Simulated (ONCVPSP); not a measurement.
**Logarithmic derivatives: chromium (Cr), ONCV**

ONCVPSP 4.0.1 input, shortened (lines: element, Z, core and valence counts, functional; n l f; lmax; l rc ep ncon nbas qcut; lloc lpopt rc5 dvloc0; l nproj debl; icmod fcfact rcfact), PBE, scalar-relativistic:

```
  Cr 24.00    3    5        4      upf
    1    0    2.00
    2    0    2.00
    2    1    6.00
    3    0    2.00
    3    1    6.00
    3    2    5.00
    4    0    0.75
    4    1    0.25
    2
    0    1.35    0.00    3    8   10.60
    1    1.95    0.00    4    8    5.50
    2    2.10    0.00    5   10    9.10
    4    5    1.10    0.00
    0    2    2.00
    1    3    0.70
    2    1    3.60
    1    0.55    0.00
```

The phase is arctan(r·R′/R) of the radial function R(r), unwrapped; energies in Ha, scanned from -4 to 5 Ha. A pole is an energy at which the radial function vanishes at the test radius. The pseudo phase is shifted by a multiple of π to meet the all-electron one at the reference energy, and phase errors are pseudo minus all-electron; the curves can meet again beyond the range given. Levels narrower than the energy grid can be missing from the lists of poles.

```
channel  radius (bohr)  reference energy (Ha)  poles, all-electron  poles, pseudo  unbroken range about the reference energy with phases within 0.05 rad  phase error 1 Ha above the reference energy (rad)
      s           1.37                  -0.16                -1.87          -1.87                                                        the whole range                                             -0.000
      p           1.98                  -0.04          -1.56, 3.59    -1.56, 3.58                                                        the whole range                                             +0.000
      d           2.13                  -0.12           0.13, 3.65     0.13, 4.47                                                              below 0.7                                             +0.093
```

Phases in the s channel:

```
E (Ha)  all-electron  pseudo
 -3.98         0.504   0.504
 -3.50        -0.330  -0.330
 -3.02        -1.069  -1.069
 -2.54        -1.378  -1.378
 -2.06        -1.529  -1.529
 -1.58        -1.623  -1.623
 -1.10        -1.694  -1.694
 -0.62        -1.757  -1.757
 -0.14        -1.819  -1.819
  0.34        -1.890  -1.890
  0.82        -1.978  -1.978
  1.30        -2.099  -2.099
  1.78        -2.282  -2.283
  2.26        -2.580  -2.581
  2.74        -3.042  -3.045
  3.22        -3.558  -3.563
  3.70        -3.933  -3.937
  4.18        -4.160  -4.164
  4.66        -4.300  -4.304
```
